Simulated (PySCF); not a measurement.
Worked example: chemical shift, span and skew from a shielding tensor

Si(CCH)2(H)(Me) (C5H6Si), SMILES C#C[SiH](C)C#C. Atoms are numbered in the order given.

```xyz
12

Si     0.4719     0.3855     0.0000
C     -0.4513     2.0182     0.0000
C      0.0304    -0.5891    -1.4960
C     -0.2685    -1.2135    -2.4972
C      0.0304    -0.5891     1.4960
C     -0.2685    -1.2135     2.4972
H      1.9439     0.6063     0.0000
H     -0.1920     2.6061    -0.8945
H     -1.5382     1.8441     0.0000
H     -0.1920     2.6061     0.8945
H     -0.5315    -1.7689    -3.3791
H     -0.5315    -1.7689     3.3791
```

The structure is a stationary point at B3LYP-D3(BJ)/def2-SVP.

GIAO shieldings from B3LYP/pcSseg-1 (PySCF), non-relativistic, no solvent. The symmetric part of the tensor of Si1 has the principal values 382.5, 393.2, 443.7 ppm. The same nucleus in TMS has σ = 338.7 ppm at this level (PySCF, at its B3LYP-D3(BJ)/def2-TZVP geometry).

### Question
Work out the isotropic shielding, the ²⁹Si shift against TMS, the span and the skew.

### Answer

σ(iso) = (σ11 + σ22 + σ33)/3 = 406.5 ppm. δ = σ(ref) − σ(iso) = 338.7 − (406.5) = -67.8 ppm.
Span Ω = σ33 − σ11 = 61.2 ppm. Skew κ = 3(σ(iso) − σ22)/Ω = 0.65. Tumbling in solution averages the tensor to δ; in a static solid the shielding alone would spread this spin-1/2 line over Ω.
